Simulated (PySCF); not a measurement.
A series of related compounds: `COc1scpc1C#N`, C5H4NOPS; SMILES c1ccc(-c2cpcs2)cc1, C9H7PS; `COc1scpc1C(C)C`, C7H11OPS; SMILES COc1pcsc1OC, C5H7O2PS; SMILES COc1cpcs1, C4H5OPS; `COc1scpc1[SiH3]`, C4H7OPSSi; `C#Cc1pcsc1OC`, C6H5OPS; SMILES C(#C)c1cpcs1, C5H3PS; SMILES O(C)c1scpc1C1CC1, C7H9OPS.

No solvent, rapidly exchanging positions averaged, relativity neglected, a single conformation. Shieldings: GIAO PBE0/pcSseg-1; GFN2-xTB structure; PySCF 2.14.0 with density-fitted response routines.

References, each an isolated molecule treated in the same way: 33S (σ = 503.73 ppm) against CS2; 31P (σ = 318.38 ppm) vs H3PO4.

(1) How does the 33S shift change along the series?

(2) How does the 31P shift change along the series?

Results:

(1) 
```
          compound                    change  δ (ppm)  HOMO–LUMO gap (eV)
      COc1scpc1C#N          H replaced by CN      274                5.29
c1ccc(-c2cpcs2)cc1       OCH3 replaced by Ph      326                4.87
    COc1scpc1C(C)C         H replaced by iPr      277                5.19
       COc1pcsc1OC        H replaced by OCH3      257                4.74
         COc1cpcs1                      base      268                5.30
   COc1scpc1[SiH3]        H replaced by SiH3      288                5.29
      C#Cc1pcsc1OC     H replaced by ethynyl      268                5.06
        C#Cc1cpcs1  OCH3 replaced by ethynyl      371                5.07
    COc1scpc1C1CC1         H replaced by cPr      276                5.02
```

(2) 
| compound | change | δ (ppm) | HOMO–LUMO gap (eV) |
| --- | --- | --- | --- |
| COc1scpc1C#N | H replaced by CN | 254.3 | 5.29 |
| c1ccc(-c2cpcs2)cc1 | OCH3 replaced by Ph | 239.9 | 4.87 |
| COc1scpc1C(C)C | H replaced by iPr | 234.6 | 5.19 |
| COc1pcsc1OC | H replaced by OCH3 | 188.1 | 4.74 |
| COc1cpcs1 | base | 232.1 | 5.30 |
| COc1scpc1[SiH3] | H replaced by SiH3 | 258.1 | 5.29 |
| C#Cc1pcsc1OC | H replaced by ethynyl | 256.8 | 5.06 |
| C#Cc1cpcs1 | OCH3 replaced by ethynyl | 231.8 | 5.07 |
| COc1scpc1C1CC1 | H replaced by cPr | 231.0 | 5.02 |
